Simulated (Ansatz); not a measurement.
CH$_{4}$AlBrO from Hartree–Fock to CCSD(T)

Cartesian coordinates in Å:
```
O 0.724 -1.106 1.121
C 0.666 -0.189 0.193
Al -0.939 0.970 -0.151
Br -0.747 -0.909 -1.693
H 1.451 -1.731 0.990
H 1.547 -0.151 -0.456
H -2.133 0.785 0.870
H -0.570 2.331 -0.874
```

Charge 0, multiplicity 1. Correlated methods include outer-core shells of Br, which these sets cover unevenly. Scalar relativity is left out up to krypton. The bonds changed during the relaxation, so this is another structure than the one it started from. The structure was optimised at the PBE0-D4/def2-TZVP level. It is one conformer, not always the lowest. Frozen core, restricted reference, the Gaussian-basis code of Ansatz.

```json
{"basis": "def2-SVP", "HF (Eh)": "-2928.90423", "MP2 corr.": "-0.61465", "CCSD corr.": "-0.64802", "(T)": "-0.01739", "CCSD(T) total": "-2929.56964"}
{"basis": "def2-TZVPP", "HF (Eh)": "-2929.44430", "MP2 corr.": "-0.75765", "CCSD corr.": "-0.78934", "(T)": "-0.03020", "CCSD(T) total": "-2930.26384"}
{"basis": "def2-QZVPP", "HF (Eh)": "-2929.50612", "MP2 corr.": "-1.11290", "CCSD corr.": "–", "(T)": "–", "CCSD(T) total": "–"}
```
